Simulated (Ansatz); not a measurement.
Compare A (`BSCS`) with its isomer B (`CB(S)S`).

Calculated with Ansatz (gas phase, PBE0-D4/def2-TZVP geometries, no zero-point term in ΔE). CCSD(T)/CBS is the MP2 limit (def2-TZVPP, def2-QZVPP) plus CCSD(T) − MP2 in def2-TZVPP, frozen cores. This one scheme is used for every species. Functionals use def2-TZVPP. B3LYP here is the variant with VWN-RPA as its local correlation; programs differ in this. One conformer a species, not always the lowest.

A:

```xyz
9

B    -0.706    1.348   -0.932
S     0.582    0.178   -1.125
C     0.833   -0.492    0.544
S     0.296   -2.197    0.749
H    -1.200    1.545    0.137
H    -1.051    1.918   -1.920
H     0.351    0.168    1.262
H     1.906   -0.502    0.740
H    -1.011   -1.967    0.544
```

B:

```xyz
9

C     0.299    0.732   -0.876
B    -0.070   -0.099    0.400
S    -0.551   -1.834    0.331
S    -0.010    0.719    2.000
H     1.139    0.268   -1.402
H    -0.541    0.744   -1.578
H     0.569    1.767   -0.655
H    -0.452   -1.987   -1.001
H    -0.383   -0.310    2.781
```

(1) Which isomer does CCSD(T)/CBS put lower? Give the gap. (Best estimate.)

(2) Give E(B) − E(A) in kcal/mol with MP2/def2-TZVPP, B3LYP, B3LYP-D4, HF/def2-TZVPP, r2SCAN-D4, CCSD/def2-TZVPP, ωB97M-V. (An estimate is asked.)

Largest T1 diagnostic: 0.014.

Answers

(1) The calculation gave: B, by 42.6 kcal/mol.

(2) Ansatz gave: MP2/def2-TZVPP -43.9, B3LYP -42.0, B3LYP-D4 -42.2, HF/def2-TZVPP -42.6, r2SCAN-D4 -44.5, CCSD/def2-TZVPP -43.4, ωB97M-V -42.9. None reverses the order clearly.

From PBE to PBE0 (25 % exact exchange), in def2-TZVPP and without D4, E(B) − E(A) moves by −1.1 kcal/mol.
